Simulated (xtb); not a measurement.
AlF₃ (SMILES [F][Al]([F])[F]), singlet, at a GFN2-xTB geometry (such geometries of metal compounds can be far from the true shape); GFN2-xTB run with xtb 6.7.1.

Here is a job for xtb.
```
$ xtb mol.xyz --gfn 2 --ohess --json

# file mol.xyz
4

Al     0.00000000    -0.00000000    -0.00000000
F     -0.02093275     1.63085400     0.03791596
F      1.42318261    -0.79710311    -0.02717492
F     -1.40224986    -0.83375089    -0.01074104
```

Question: Write the output that xtb gives for this input, abridged.

Answer: 
```
   ID    Z sym.   atoms
    1   13 Al     1
    2    9 F      2-4

           -------------------------------------------------
          |                Calculation Setup                |
           -------------------------------------------------

           -------------------------------------------------
          |                 G F N 2 - x T B                 |
           -------------------------------------------------

          ...................................................
          :                      SETUP                      :
          :.................................................:
          :  # basis functions                  22          :
          :  # atomic orbitals                  21          :
          :  # shells                            9          :
          :  # electrons                        24          :
          :  max. iterations                   250          :
          :  Hamiltonian                  GFN2-xTB          :
          :  restarted?                      false          :
          :  GBSA solvation                  false          :
          :  PC potential                    false          :
          :  electronic temp.          300.0000000     K    :
          :  accuracy                    1.0000000          :
          :  -> integral cutoff          0.2500000E+02      :
          :  -> integral neglect         0.1000000E-07      :
          :  -> SCF convergence          0.1000000E-05 Eh   :
          :  -> wf. convergence          0.1000000E-03 e    :
          :  Broyden damping             0.4000000          :
          :  net charge                          0          :
          :  unpaired electrons                  0          :
          ...................................................

 iter      E             dE          RMSdq      gap      omega  full diag
   1    -15.4965917 -0.154966E+02  0.266E+01    6.74       0.0  T
   2    -15.5372588 -0.406671E-01  0.157E+01    5.82       1.0  T
   3    -15.5384881 -0.122925E-02  0.308E+00    4.97       1.0  T
   4    -15.5450657 -0.657760E-02  0.180E+00    5.85       1.0  T
   5    -15.5456193 -0.553621E-03  0.105E+00    5.24       1.0  T
   6    -15.5478080 -0.218875E-02  0.358E-01    5.61       1.0  T
   7    -15.5479154 -0.107346E-03  0.186E-01    5.57       1.0  T
   8    -15.5479524 -0.370031E-04  0.141E-02    5.54       3.6  T
   9    -15.5479527 -0.310550E-06  0.506E-03    5.53       9.9  T
  10    -15.5479527 -0.309290E-07  0.368E-04    5.53     135.7  T
  11    -15.5479527 -0.129582E-09  0.273E-05    5.53    1834.5  T

   *** convergence criteria satisfied after 11 iterations ***

         :::::::::::::::::::::::::::::::::::::::::::::::::::::
         ::                     SUMMARY                     ::
         :::::::::::::::::::::::::::::::::::::::::::::::::::::
         :: total energy             -15.502081817520 Eh    ::
         :: gradient norm              0.000015168461 Eh/a0 ::
         :: HOMO-LUMO gap              5.532248569452 eV    ::
         ::.................................................::
         :: SCC energy               -15.547952654882 Eh    ::
         :: -> isotropic ES            0.080656216604 Eh    ::
         :: -> anisotropic ES          0.002711650281 Eh    ::
         :: -> anisotropic XC         -0.005085541825 Eh    ::
         :: -> dispersion             -0.001232579592 Eh    ::
         :: repulsion energy           0.045870837362 Eh    ::
         :: add. restraining           0.000000000000 Eh    ::
         :: total charge              -0.000000000000 e     ::
         :::::::::::::::::::::::::::::::::::::::::::::::::::::

      -----------------------------------------------------------
     |                   =====================                   |
     |                        A N C O P T                        |
     |                   =====================                   |
[...]
 * total energy  :   -15.5020818 Eh     change       -0.1211475E-11 Eh
   *** GEOMETRY OPTIMIZATION CONVERGED AFTER 1 ITERATIONS ***
         :: total energy             -15.502081817521 Eh    ::
[...]
   9: 24.42  10: 19.00  11: 23.17  12: 23.17
 IR intensities (km·mol⁻¹)
   1:  0.00   2:  0.00   3:  0.00   4:  0.00   5:  0.00   6:  0.00   7: 35.62   8: 35.63
   9: 90.59  10:  0.00  11:153.89  12:153.85
 Raman intensities (Ä⁴*amu⁻¹)
   1:  0.00   2:  0.00   3:  0.00   4:  0.00   5:  0.00   6:  0.00   7:  0.00   8:  0.00
   9:  0.00  10:  0.00  11:  0.00  12:  0.00
 output can be read by thermo (or use thermo option).
 writing <g98.out> molden fake output.
 recommended (thermochemical) frequency scaling factor: 1.0
           -------------------------------------------------
          |             Thermodynamic Functions             |
           -------------------------------------------------

d3h symmetry found (for desy threshold:  0.10E+00) used in thermo

          ...................................................
          :                      SETUP                      :
          :.................................................:
          :  # frequencies                           6      :
          :  # imaginary freq.                       0      :
          :  linear?                             false      :
          :  only rotor calc.                    false      :
          :  symmetry                              d3h      :
          :  rotational number                       6      :
          :  scaling factor                  1.0000000      :
          :  rotor cutoff                   50.0000000 cm⁻¹ :
          :  imag. cutoff                  -20.0000000 cm⁻¹ :
          :.................................................:

    mode    ω/cm⁻¹     T·S(HO)/kcal·mol⁻¹    T·S(FR)/kcal·mol⁻¹   T·S(vib)
   ------------------------------------------------------------------------
       1    196.22    -0.64648 ( 99.58%)    -0.65128 (  0.42%)    -0.64650
       2    196.24    -0.64642 ( 99.58%)    -0.65125 (  0.42%)    -0.64644
       3    297.76    -0.42620 ( 99.92%)    -0.52781 (  0.08%)    -0.42628
   ------------------------------------------------------------------------

   temp. (K)  partition function   enthalpy   heat capacity  entropy
                                   cal/mol     cal/K/mol   cal/K/mol   J/K/mol
 298.15  VIB   3.77                 1135.217      7.338      6.448
         ROT  0.119E+05              888.752      2.981     21.629
         INT  0.449E+05             2023.969     10.319     28.076
         TR   0.745E+27             1481.254      4.968     39.180
         TOT                        3505.2234    15.2871    67.2561   281.3996

       T/K    H(0)-H(T)+PV         H(T)/Eh          T*S/Eh         G(T)/Eh
   ------------------------------------------------------------------------
    298.15    0.558593E-02    0.126764E-01    0.319555E-01   -0.192792E-01
   ------------------------------------------------------------------------

         :::::::::::::::::::::::::::::::::::::::::::::::::::::
         ::                  THERMODYNAMIC                  ::
         :::::::::::::::::::::::::::::::::::::::::::::::::::::
         :: total free energy         -15.521360992672 Eh   ::
         ::.................................................::
         :: total energy              -15.502081817521 Eh   ::
         :: zero point energy           0.007090445119 Eh   ::
         :: G(RRHO) w/o ZPVE           -0.026369620270 Eh   ::
         :: G(RRHO) contrib.           -0.019279175151 Eh   ::
         :::::::::::::::::::::::::::::::::::::::::::::::::::::

optimized geometry written to: xtbopt.xyz

           -------------------------------------------------
          | TOTAL ENERGY              -15.502081817521 Eh   |
          | TOTAL ENTHALPY            -15.489405443396 Eh   |
          | TOTAL FREE ENERGY         -15.521360992672 Eh   |
          | GRADIENT NORM               0.000015142301 Eh/α |
          | HOMO-LUMO GAP               5.532255400274 eV   |
           -------------------------------------------------

normal termination of xtb
```
